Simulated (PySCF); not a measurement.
**Löwdin shares of the frontier orbitals**

Compound: phosphasilene FPSiF2, F3PSi.
Numbering: `[F:1][P:2]=[Si:3]([F:4])[F:5]`

Level of theory: TDDFT CAM-B3LYP/def2-SVPD, vertical, gas phase, core orbitals frozen in the response in PySCF. Isolated species at its PBE0-D3(BJ)/def2-SVP geometry, gas phase.

Kohn–Sham orbitals with the atoms that hold most of them (Löwdin shares over 4%, at most four atoms; ? is withheld):

| orbital | ε (eV) | atoms |
| --- | --- | --- |
| LUMO+2 | -0.61 | Si3 46%, P2 25%, F4 13%, F1 11% |
| LUMO+1 | -0.63 | Si3 38%, P2 37%, F5 11%, F4 10% |
| LUMO | -1.12 | ? |
| HOMO | -8.16 | ? |
| HOMO-1 | -10.34 | P2 56%, F1 19%, Si3 17%, F5 5% |
| HOMO-2 | -14.24 | F1 63%, P2 19%, F4 11% |
| HOMO-3 | -14.48 | F1 88%, P2 10% |

Problem. Give the leading atoms of the HOMO.

Solution. P2 (bonded to F and Si) 52%; Si3 (bonded to 2 F and P) 28%; F1 (bonded to P) 12%.

Problem. Give the leading atoms of the LUMO.

Solution. Si3 (bonded to 2 F and P) 40%; P2 (bonded to F and Si) 38%; F5 (bonded to Si) 11%; F1 (bonded to P) 7%. By element: silicon 40%, phosphorus 38%, fluorine 18% or more.

Problem. How does S1 compare with the orbital gap of 7.04 eV?

Solution. S1 is at 3.09 eV (f = 0.0067), 3.95 eV below the gap, made of HOMO→LUMO (81%), HOMO→LUMO+2 (17%). Without the coupling terms of the response equations the lowest excitation would equal the gap.

Next come S2 at 3.93 eV (f 0.027), HOMO→LUMO+2 (79%), HOMO→LUMO (16%); S3 at 4.58 eV (f 0.060), HOMO→LUMO+1 (76%), HOMO-1→LUMO (20%); S4 at 5.70 eV (f 0.045), HOMO-1→LUMO+2 (55%), HOMO-1→LUMO (35%); S5 at 6.29 eV (f 0.031), HOMO-1→LUMO+1 (91%).

Löwdin shares depend on the basis, the more so with diffuse functions.

Hardware: Arm Neoverse V1, one thread, no GPU, shared host with 32 logical CPUs at a one-minute load of 9.7. Cost: 23 s wall, 0.52 GiB resident at most.
